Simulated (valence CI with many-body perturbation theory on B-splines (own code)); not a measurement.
The numbers below are computed, except where a source is named.
## Ladder of approximations for Bi60+

Level of theory: valence CI with perturbative core correlation (CI+MBPT): five valence electrons over a frozen Dirac-Fock core [Ar], radial functions for each j: 7 s, 7 p, 8 d, 6 f, 4 g, 1 h, with the one-electron correlation potential Σ1, the two-electron term Σ2, the three-electron term Σ3, Breit, model QED; selected CI, second order for the rest (own B-spline code, finite nucleus).

No measured spectrum was set against this ion. As an estimate, large intervals hold to a few tenths of a per cent, small ones and those within an open d or f shell to about a per cent. The list stops below the first excitations out of the core. Only levels of the ground parity were solved; by the run's estimate the other parity begins above the list, which can be wrong where configurations are misplaced.

Each rung adds one term. CI alone is the Dirac-Coulomb CI over the frozen core; QED comes last and gives the full result, which names the levels. Energies are above (3d3/2^4 3d5/2) J=5/2 on the same rung, in cm⁻¹.

Levels are named by their leading jj configuration (3d3/2^4 stands for four electrons in 3d with j = 3/2), which in mixed levels can hold well under half, so a name can repeat and another be missing. Letters in brackets count levels of one name in rising energy.

| Level | CI alone | + Σ1 | + Σ2 | + Σ3 | + Breit | Full |
| --- | --- | --- | --- | --- | --- | --- |
| (3d3/2^3 3d5/2^2) J=5/2 [a] | 877137 | 880006 | 887268 | 889012 | 869439 | 872018 |
| (3d3/2^3 3d5/2^2) J=7/2 [a] | 991478 | 994368 | 999826 | 1001070 | 972741 | 975301 |
| (3d3/2^3 3d5/2^2) J=11/2 | 1014920 | 1017810 | 1026730 | 1026540 | 980102 | 982665 |
| (3d3/2^3 3d5/2^2) J=3/2 [a] | 1004890 | 1007790 | 1011110 | 1011550 | 994325 | 996886 |
| (3d3/2^3 3d5/2^2) J=9/2 | 1064620 | 1067550 | 1073040 | 1073830 | 1037940 | 1040510 |
| (3d3/2^3 3d5/2^2) J=5/2 [b] | 1099340 | 1102300 | 1103800 | 1105610 | 1077690 | 1080280 |
| (3d3/2^3 3d5/2^2) J=7/2 [b] | 1140370 | 1143330 | 1145270 | 1145220 | 1116430 | 1119000 |
| (3d3/2^3 3d5/2^2) J=1/2 | 1139090 | 1142120 | 1141890 | 1143320 | 1123130 | 1125770 |
| (3d3/2^3 3d5/2^2) J=3/2 [b] | 1307210 | 1310310 | 1307920 | 1308980 | 1293410 | 1296050 |
| (3d3/2^2 3d5/2^3) J=5/2 [a] | 1850520 | 1856250 | 1867800 | 1869670 | 1831060 | 1836180 |
| (3d3/2^2 3d5/2^3) J=11/2 | 1957670 | 1963460 | 1977690 | 1978340 | 1912740 | 1917880 |
| (3d3/2^2 3d5/2^3) J=7/2 [a] | 1944770 | 1950550 | 1960790 | 1962550 | 1914140 | 1919280 |
| (3d3/2^2 3d5/2^3) J=9/2 [a] | 1973200 | 1978990 | 1990250 | 1991520 | 1933140 | 1938270 |
| (3d3/2^2 3d5/2^3) J=13/2 | 2016200 | 2022010 | 2037370 | 2037180 | 1956080 | 1961220 |
| (3d3/2^2 3d5/2^3) J=1/2 [a] | 2009830 | 2015640 | 2021970 | 2024010 | 1987920 | 1993060 |
| (3d3/2^2 3d5/2^3) J=3/2 [a] | 2021140 | 2026960 | 2034450 | 2035420 | 1997800 | 2002950 |
| (3d3/2^2 3d5/2^3) J=5/2 [b] | 2037140 | 2042960 | 2049910 | 2051380 | 2004560 | 2009700 |
| (3d3/2^2 3d5/2^3) J=9/2 [b] | 2090930 | 2096760 | 2106610 | 2106890 | 2051910 | 2057050 |
| (3d3/2^2 3d5/2^3) J=7/2 [b] | 2118940 | 2124790 | 2130840 | 2131950 | 2074200 | 2079350 |
| (3d3/2^2 3d5/2^3) J=3/2 [b] | 2135880 | 2141710 | 2144560 | 2145130 | 2096980 | 2102100 |
| (3d3/2^2 3d5/2^3) J=5/2 [c] | 2126000 | 2131850 | 2137460 | 2138840 | 2099630 | 2104770 |
| (3d3/2^2 3d5/2^3) J=7/2 [c] | 2197820 | 2203710 | 2208710 | 2209620 | 2158450 | 2163600 |
| (3d3/2^2 3d5/2^3) J=1/2 [b] | 2190580 | 2196450 | 2198270 | 2199860 | 2161100 | 2166240 |
| (3d3/2^2 3d5/2^3) J=9/2 [c] | 2283980 | 2289890 | 2294680 | 2295740 | 2241780 | 2246940 |

**Question.** How does the ionisation energy move along the ladder, and which term matters most?

**Answer.** CI alone 6348.0, + Σ1 6350.3, + Σ2 6361.5, + Σ3 6361.7, + Breit 6358.4, + QED 6358.5 eV. The largest step is Σ2, 11.2 eV. NIST lists 6358 ± 10 eV (theoretical).
